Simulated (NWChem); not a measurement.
# C$_{3}$H$_{4}$Cl$_{2}$; SMILES CC=C(Cl)Cl

```xyz
9

C     -0.9539     2.2620     0.0000
C     -1.1233     0.7833     0.0000
C     -0.1438    -0.1260     0.0000
Cl     1.5369     0.2740     0.0000
Cl    -0.4616    -1.8235     0.0000
H     -1.4377     2.7080    -0.8845
H      0.1050     2.5511     0.0000
H     -1.4377     2.7080     0.8845
H     -2.1407     0.3802     0.0000
```
Atoms are numbered in this order, from 1.

Computed with NWChem. Geometry: optimised at PBE0/def2-SVP. Vzz is the largest principal value of the second derivative of the potential at the nucleus (NWChem prints the opposite sign); η is the asymmetry. Non-relativistic.

### Question
Predict the results for B3LYP/def2-SVP. Quantities: Vzz Cl4 (a.u.); η Cl4; Vzz Cl5 (a.u.); η Cl5.

### Answer
```json
{
  "Vzz Cl4 (a.u.)": "3.621",
  "η Cl4": "0.06",
  "Vzz Cl5 (a.u.)": "3.695",
  "η Cl5": "0.06"
}
```
